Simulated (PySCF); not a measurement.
Ligands exchanged one at a time, In H-CH3. Isolated molecules, 0 K electronic values unless said otherwise. Strings in code marks are SMILES.

The four lowest singlet excitations (Tamm–Dancoff). These are B3LYP-D3(BJ)/def2-TZVP // PBE0-D4/def2-TZVP (PySCF) values and carry that method's errors. B3LYP has the VWN-RPA correlation part, as in Gaussian. Excitations are Tamm–Dancoff values on a coarser integration grid. The basis has no diffuse functions, so Rydberg states are missing or too high.

```
state  energy (eV)  wavelength (nm)  oscillator strength
-----  -----------  ---------------  -------------------
S1            4.57              271                0.000
S2            4.57              271                0.000
S3            6.08              204                0.222
S4            6.08              204                0.224
```

Which member gives these states?
A) `[CH3][In]([CH3])[CH3]`
B) `[CH3][InH][CH3]`
C) `[CH3][InH2]`

A, `[CH3][In]([CH3])[CH3]`
